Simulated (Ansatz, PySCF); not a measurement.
System: C2H7GeO, net charge 0, doublet state. SMILES: [CH2]C[O][GeH3]
Structure (B3LYP-D3(BJ)/def2-TZVP (Ansatz, a first-principles code) minimum search):
```xyz
11

C     -2.9186     0.0628     0.0988
C     -1.5557    -0.4555     0.3355
O     -0.5978     0.3928    -0.2786
Ge     1.1412     0.0272    -0.0582
H     -3.0555     1.0937    -0.1924
H     -3.7803    -0.5520     0.3174
H     -1.4708    -1.4856    -0.0489
H     -1.3591    -0.5272     1.4229
H      1.8679     1.1297    -0.8338
H      1.4725     0.0591     1.4482
H      1.4357    -1.3755    -0.6285
```
Charge 0, spin multiplicity 2.

Quantity: atomisation energy, in kcal/mol. Conventions: six Cartesian d functions in 6-31G* and its kin unless marked 5d; spin-orbit terms left out; no dispersion term unless named; open shells spin-unrestricted; atomisation electronic, to ground-state atoms; LANL2DZ with its own core potentials from Na on; non-relativistic. Ab initio and DFT rows: single points at B3LYP-D3(BJ) geometries (Ansatz).

```
level                                    program  atomisation energy (kcal/mol)
---------------------------------------  -------  -----------------------------
HF/STO-3G                                 Ansatz                          837.7
HF/3-21G                                  Ansatz                          620.3
HF/6-31G*                                 Ansatz                          640.5
HF/6-31G* with LANL2DZ past Ar            Ansatz                          629.6
PBE/def2-SVP                              Ansatz                          900.2
PBE/6-31G* with LANL2DZ past Ar           Ansatz                          888.7
BLYP/6-31G* with LANL2DZ past Ar          Ansatz                          871.4
BP86/6-31G* with LANL2DZ past Ar (5d)      PySCF                          902.8
B3LYP/STO-3G                              Ansatz                         1103.8
B3LYP/6-31G**                             Ansatz                          880.8
B3LYP/def2-SVP                            Ansatz                          883.5
B3LYP/6-31G* with LANL2DZ past Ar         Ansatz                          872.5
PBE0/6-31G* with LANL2DZ past Ar          Ansatz                          870.7
M06-2X/6-31G* with LANL2DZ past Ar (5d)    PySCF                          876.8
PBE/def2-TZVPD                            Ansatz                          895.3
B3LYP/def2-TZVPD                          Ansatz                          880.0
```

No value to compare with is used here. The 14 habitual levels span 620.3 (HF/3-21G) to 1103.8 kcal/mol (B3LYP/STO-3G); B3LYP/def2-TZVPD gives 880.0.

The levels are drawn from those run, B3LYP/6-31G* more often than the rest, none by its result; left out are runs that failed, that the program found above a lower state of the same kind, or whose <S^2> lies over 0.5 above the pure value.
